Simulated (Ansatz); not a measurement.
Relaxation of AlF2H5OSi (10 atoms, charge 0, multiplicity 1), to a largest force component of 0.03 eV/Å in at most 50 steps.

Method: RKS revPBE/6-31G* in Ansatz.

```xyz
10
Properties=species:S:1:pos:R:3
Al 0.111 0.521 -0.060
F -0.261 0.220 1.559
F 1.670 1.005 -0.408
H -1.047 0.609 -1.141
O 0.308 -2.366 0.592
Si -0.758 -3.592 0.089
H 0.029 -4.851 -0.110
H -1.829 -3.815 1.121
H -1.405 -3.223 -1.213
H 0.033 -1.876 1.411
```

Where does it end, and by what steps?

The run converged. After 16 steps the energy has fallen by 0.599 eV; F3 moved furthest, 1.04 Å. Joined: Al1–O5 (2.97 → 2.02 Å).

| step | energy less start (eV) | largest force component (eV/Å) | accepted |
| --- | --- | --- | --- |
| 0 | 0.0000 | 0.713 | yes |
| 1 | -0.1483 | 0.825 | yes |
| 2 | -0.3517 | 0.716 | yes |
| 3 | -0.4810 | 0.706 | yes |
| 4 | -0.5339 | 0.266 | yes |
| 5 | -0.5542 | 0.144 | yes |
| 6 | -0.5717 | 0.271 | yes |
| 7 | -0.5438 | 0.818 | no |
| 8 | -0.5822 | 0.071 | yes |
| 9 | -0.5876 | 0.222 | yes |
| 10 | -0.5883 | 0.220 | yes |
| 11 | -0.5932 | 0.160 | yes |
| 12 | -0.5959 | 0.068 | yes |
| 13 | -0.5975 | 0.040 | yes |
| 14 | -0.5985 | 0.037 | yes |
| 15 | -0.5989 | 0.037 | yes |
| 16 | -0.5991 | 0.018 | yes |

```xyz
10
Properties=species:S:1:pos:R:3
Al -0.027 0.035 0.090
F 0.205 0.475 1.714
F 1.327 0.162 -0.902
H -1.461 0.253 -0.582
O -0.041 -1.905 0.644
Si -0.693 -3.357 -0.044
H 0.242 -4.481 0.271
H -2.045 -3.623 0.538
H -0.757 -3.066 -1.503
H 0.100 -1.861 1.614
```

Whether the end is a true minimum wasn't checked by a vibrational analysis.

The run took 37 s on 2 threads of Arm Neoverse V1, with other jobs on the host, peak memory 0.15 GiB.
